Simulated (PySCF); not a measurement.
# Fine-structure interval along the 9-electron series

Calculated with PySCF 2.14 and a two-component X2C-1e Hamiltonian (Gaussian nucleus, no Breit or QED terms), each ion in its own even-tempered basis scaled to its charge; GMP2 freezes nothing and drops the highest virtual spinors. Values in cm⁻¹.

```csv
ion,configuration,GHF (screened spin-orbit),GMP2 (screened spin-orbit),GHF (bare spin-orbit)
Mo³³⁺,[He] 2s2 2p5,903250,904140,949880
Ru³⁵⁺,[He] 2s2 2p5,1109300,1110200,1164000
```

Task: Fill in the row of Tc³⁴⁺.

Result: configuration: [He] 2s2 2p5; GHF (screened spin-orbit): 1002200; GMP2 (screened spin-orbit): 1003100; GHF (bare spin-orbit): 1052700.
